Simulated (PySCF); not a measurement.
## How methods differ on the excitation energy of F⁺

F⁺ [He] 2s2 2p4 (3P) → F⁺ [He] 2s2 2p3 3s1 (5S), as a difference of total energies. Calculation: PySCF 2.14, in aug-cc-pwCVTZ (7s6p4d2f, 59 functions); no relativity, point nucleus. Correlated levels: valence and next inner shell: nothing frozen. The calculations carry no spin-orbit coupling.

```
                                method  excitation energy (eV)  error (eV)
                                   UHF                  20.722      -1.140
    MP2 (valence and next inner shell)                  21.730      -0.132
SCS-MP2 (valence and next inner shell)                  21.897      +0.035
   CCSD (valence and next inner shell)                  21.720      -0.142
CCSD(T) (valence and next inner shell)                  21.733      -0.129
```

Reference: 21.862 eV (measured; NIST levels, between the centres of gravity of the two terms).

Errors of the correlated levels include the incompleteness of this basis.
